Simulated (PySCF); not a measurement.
Isomers of C7H9NO, mass 123.068 u with the commonest isotopes. Computed with PBE0-D3(BJ)/def2-SVP geometry optimisation, gas phase (PySCF 2.14.0). One conformer each, none proved a minimum here; rigid rotors.

**Question.** Order these by radius of gyration √(Σ m r²/M), largest first.
A. `[CH3:1][O:2][c:3]1[cH:4][cH:5][cH:6][c:7]([NH2:8])[cH:9]1` with C1–O2–C3–C4 -1°
B. `[N:1]#[C:2][C@@H:3]1[CH2:4][CH2:5][C@H:6]2[O:7][C@H:8]2[CH2:9]1` with C2–C3–C4–C5 -60°, C3–C4–C5–C6 -51°, C4–C5–C6–O7 -48°, C5–C6–O7–C8 112°
C. `[CH3:1][O:2][CH2:3][c:4]1[cH:5][cH:6][n:7][cH:8][cH:9]1` with C1–O2–C3–C4 179°, O2–C3–C4–C5 -4°

**Answer.** C (2.306 Å), A (2.177 Å), B (1.940 Å).

**Question.** Order these by rotational constant A, smallest first.
A. `[CH3:1][O:2][CH2:3][c:4]1[cH:5][cH:6][n:7][cH:8][cH:9]1` with C1–O2–C3–C4 179°, O2–C3–C4–C5 -4°
B. `[N:1]#[C:2][C@@H:3]1[CH2:4][CH2:5][C@H:6]2[O:7][C@H:8]2[CH2:9]1` with C2–C3–C4–C5 -60°, C3–C4–C5–C6 -51°, C4–C5–C6–O7 -48°, C5–C6–O7–C8 112°
C. `[CH3:1][O:2][c:3]1[cH:4][cH:5][cH:6][c:7]([NH2:8])[cH:9]1` with C1–O2–C3–C4 -1° (m-anisidine)

**Answer.** B (2891 MHz), C (3617 MHz), A (5030 MHz).

**Question.** Order these by out-of-plane moment Σ m c² = (Ia + Ib − Ic)/2, smallest first.
A. `[N:1]#[C:2][C@@H:3]1[CH2:4][CH2:5][C@H:6]2[O:7][C@H:8]2[CH2:9]1` with C2–C3–C4–C5 -60°, C3–C4–C5–C6 -51°, C4–C5–C6–O7 -48°, C5–C6–O7–C8 112°
B. `[CH3:1][O:2][c:3]1[cH:4][cH:5][cH:6][c:7]([NH2:8])[cH:9]1` with C1–O2–C3–C4 -1° (m-anisidine)
C. `[CH3:1][O:2][CH2:3][c:4]1[cH:5][cH:6][n:7][cH:8][cH:9]1` with C1–O2–C3–C4 179°, O2–C3–C4–C5 -4°

**Answer.** B (1.80 u·Å²), C (3.25 u·Å²), A (68.80 u·Å²).

```csv
SMILES,point group,Ia (u·Å²),Ib (u·Å²),Ic (u·Å²),κ,μa (D),μb (D),μc (D)
N#C[C@@H]1CC[C@H]2O[C@H]2C1,C1,174.79,357.04,394.23,-0.83,1.36,0.13,1.64
COCc1ccncc1,near Cs,100.48,557.15,651.12,-0.94,3.30,1.58,0.10
COc1cccc(N)c1,–,139.71,445.18,581.30,-0.81,0.38,0.07,0.92
```
